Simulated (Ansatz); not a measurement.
Two members of one family (Series WX6), computed with Ansatz in the gas phase; def2 core potentials for W, no spin–orbit coupling. The structures are stationary points that may keep the symmetry of their start.

First: WF6 (singlet, charge 0, PBE-D4/def2-SVP geometry).

```xyz
7

W     0.000    0.000    0.000
F     1.764    0.485   -0.340
F    -1.764   -0.485    0.340
F     0.145    0.682    1.725
F    -0.145   -0.682   -1.725
F     0.574   -1.662    0.609
F    -0.574    1.662   -0.609
```

```json
{"level": "PBE-D4/def2-SVP", "HOMO (eV)": "-10.53", "LUMO (eV)": "-5.39", "gap (eV)": "5.14"}
{"level": "PBE-D4/def2-TZVP", "HOMO (eV)": "-10.65", "LUMO (eV)": "-5.41", "gap (eV)": "5.25"}
{"level": "r2SCAN-D4/def2-TZVP", "HOMO (eV)": "-11.22", "LUMO (eV)": "-5.54", "gap (eV)": "5.69"}
{"level": "PBE0-D4/def2-SVP", "HOMO (eV)": "-12.79", "LUMO (eV)": "-5.07", "gap (eV)": "7.71"}
{"level": "PBE0-D4/def2-TZVP", "HOMO (eV)": "-12.79", "LUMO (eV)": "-4.94", "gap (eV)": "7.85"}
```

Metal–donor distances: 6 × F 1.86 Å.

Second: WBr6 (singlet, charge 0, PBE-D4/def2-SVP geometry).

Cartesian coordinates in Å:
```
W 0.0000 0.0000 0.0000
Br 2.3999 0.2297 0.6190
Br -2.3999 -0.2297 -0.6190
Br 0.1956 1.9816 -1.4935
Br -0.1956 -1.9816 1.4935
Br -0.6326 1.4877 1.8926
Br 0.6326 -1.4877 -1.8926
```

Q: Estimate the same table for the second.

A: 
```
              level  HOMO (eV)  LUMO (eV)  gap (eV)
    PBE-D4/def2-SVP      -7.03      -5.64      1.40
   PBE-D4/def2-TZVP      -7.07      -5.64      1.42
r2SCAN-D4/def2-TZVP      -7.42      -5.80      1.62
   PBE0-D4/def2-SVP      -8.30      -5.38      2.92
  PBE0-D4/def2-TZVP      -8.28      -5.29      2.98
```

Metal–donor distances: 6 × Br 2.49 Å.
